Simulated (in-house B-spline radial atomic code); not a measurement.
Ar³⁺. Computed with a B-spline radial atomic code. Model: all-electron spherical atom, spin shells full or empty, radial basis limit, no spin-orbit coupling: exact exchange with a local potential (Slater, KLI or optimised effective potential, whose far tail is KLI's), no correlation.

Exchange potential has not reached -1/r at the last radius.

The run also made RPA and GW results, which its time includes.

The Slater potential averages the orbital exchange potentials with the orbital densities as weights, KLI adds orbital constants, and the optimised effective potential minimises the exact-exchange energy among local potentials. So their energies lie above Hartree-Fock in the order OEP, KLI, Slater. All fall off as −1/r, unlike LDA and GGA exchange.

Command:
```bash
python run_gw.py task.json out
```
Settings (nuclear radius in fm, other lengths in bohr, energies in hartree):
```
Z                      18
electrons              15
configuration          [Ne] 3s2 3p3
hamiltonian            x2c
method                 slater
lmax                   9
rms_radius             3.4274
spin_polarised         True
box_radius             14.14
intervals              102
```

Time taken, with all properties: 7.1 s on 1 thread of Intel(R) Xeon(R) Platinum 8375C CPU @ 2.90GHz (Ice Lake) (shared host).

Given: hamiltonian one-electron scalar X2C; mean-field start Slater potential.

Computed: energy above Hartree-Fock 96.404 millihartree.

```
radius (bohr)  r times exchange potential up (hartree bohr)  r times exchange potential down (hartree bohr)
      0.00278                                     -0.051413                                        -0.05142
      0.00338                                     -0.062453                                       -0.062462
       0.0041                                             ?                                               ?
      0.00499                                     -0.091926                                       -0.091939
      0.00606                                      -0.11135                                        -0.11137
      0.00737                                      -0.13494                                        -0.13496
      0.00896                                      -0.16323                                        -0.16325
       0.0109                                      -0.19716                                        -0.19719
       0.0132                                      -0.23648                                         -0.2365
       0.0161                                      -0.28448                                        -0.28451
       0.0196                                      -0.33987                                        -0.33989
       0.0238                                      -0.40245                                        -0.40246
       0.0289                                      -0.47254                                        -0.47253
       0.0351                                      -0.54895                                        -0.54893
       0.0427                                      -0.62985                                        -0.62981
       0.0519                                             ?                                               ?
       0.0631                                      -0.78427                                        -0.78442
       0.0767                                      -0.84376                                        -0.84429
       0.0932                                       -0.8781                                        -0.87899
        0.113                                      -0.88013                                        -0.87973
        0.138                                       -0.8653                                        -0.85848
        0.167                                      -0.88561                                        -0.86929
        0.203                                      -0.97477                                        -0.95207
        0.247                                       -1.1109                                         -1.0868
        0.301                                       -1.2522                                         -1.2302
        0.365                                       -1.3587                                         -1.3416
        0.444                                       -1.4086                                         -1.4026
         0.54                                       -1.3669                                         -1.3958
        0.656                                       -1.2032                                         -1.2894
        0.798                                       -1.1013                                         -1.0585
         0.97                                        -1.204                                        -0.89899
         1.18                                       -1.3494                                        -0.90295
         1.43                                       -1.4363                                        -0.94726
         1.74                                       -1.4444                                        -0.97955
         2.12                                       -1.3887                                        -0.99431
         2.57                                        -1.308                                        -0.99887
         3.13                                       -1.2268                                        -0.99986
```

Q: What belongs in the row 0.0041?

A: r times exchange potential up (hartree bohr): -0.075667; r times exchange potential down (hartree bohr): -0.075677.

Q: What belongs in the row 0.0519?

A: r times exchange potential up (hartree bohr): -0.71013; r times exchange potential down (hartree bohr): -0.71012.

```csv
occupied,level (hartree),Hartree-Fock level (hartree)
1s up,-119.46,-120.93
1s down,-119.45,-120.87
2s up,?,?
2s down,?,?
2p up,-11.337,-11.374
2p down,-11.297,-11.28
3s up,-2.8495,-2.946
3s down,-2.5865,-2.489
3p up,-2.2694,-2.1765
```

Q: What belongs in the row 2s up?

A: level (hartree): -13.752; Hartree-Fock level (hartree): -14.192.

Q: What belongs in the row 2s down?

A: level (hartree): -13.725; Hartree-Fock level (hartree): -14.142.

| empty | level (hartree) |
| --- | --- |
| 3p down | -2.0126 |
| 3d up | -1.4259 |
| 3d down | -1.2063 |
| 4s up | -1.0984 |
| 4s down | -0.99949 |
| 4p up | -0.92804 |
| 4p down | ? |
| 4d up | ? |
| 4d down | -0.62425 |

Q: What belongs in the row 4p down?

A: level (hartree): -0.84471.

Q: What belongs in the row 4d up?

A: level (hartree): -0.68417.

The highest level, 3p up, differs from Hartree-Fock by -2.5 eV and the deepest, 1s up, by +39.9 eV: the Slater potential lacks the response part and is deeper than the optimised one throughout, so the top level comes too deep.
